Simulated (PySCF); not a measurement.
I3Y, SMILES [I][Y-]([I])[I] (connectivity only; charge and spin as stated), charge -1, multiplicity 2.

The structure is a stationary point at PBE-D3(BJ)/def2-SVPD. The multiplicity is an assumed one; other spin states were not compared. The def2 effective core potentials stand for the cores of I, Y; spin–orbit coupling is left out.

Level of theory: PBE-D3(BJ)/def2-SVPD in PySCF 2.14.0.

Frequencies are harmonic and unscaled.

Modes within 1.5 cm⁻¹ of each other (mostly degenerate sets) share a row, with their intensities summed.

| mode | ν (cm⁻¹) | IR (km/mol) | moving atoms (share of kinetic energy) |
|---|---|---|---|
| 1–2 | 29 | 0.0 | I 89 %, Y 11 % |
| 3 | 32 | 0.4 | Y 81 %, I 19 % |
| 4 | 116 | 0.0 | I 100 % |
| 5–6 | 193 | 79.8 | Y 70 %, I 30 % |
